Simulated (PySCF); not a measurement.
# Two-component Hartree-Fock for V⁵⁺ (vanadium, charge +5)

Start: [Ar]. Calculated with PySCF 2.14 in an uncontracted even-tempered set (21 s from 0.051 bohr⁻², ratio 2.6; 15 p from 0.066 bohr⁻², ratio 2.6; 7 d from 0.067 bohr⁻², ratio 2.8; 3 f from 4.1 bohr⁻², ratio 2.8): generalised Hartree-Fock with the X2C-1e Hamiltonian and a Gaussian nucleus; spin-orbit coupling (SO) screened by Boettger's factors.

```
spinor shell  electrons  ε, screened SO (eV)  weight of nominal j (screened SO)  rms radius, screened SO (bohr)
       1s1/2          2              -5601.1                              1.000                          0.0768
       2s1/2          2              -740.52                              1.000                           0.332
       2p1/2          2              -633.79                              1.000                           0.300
       2p3/2          4              -626.44                              1.000                           0.303
       3s1/2          2              -162.84                              1.000                           0.968
       3p1/2          2              -129.10                              1.000                            1.02
       3p3/2          4              -128.07                              1.000                            1.02
```

```csv
quantity,screened SO
E (hartree),-942.35402
M_J,0
⟨J²⟩,0.000
⟨L²⟩,0.000
⟨S²⟩,0.000
```
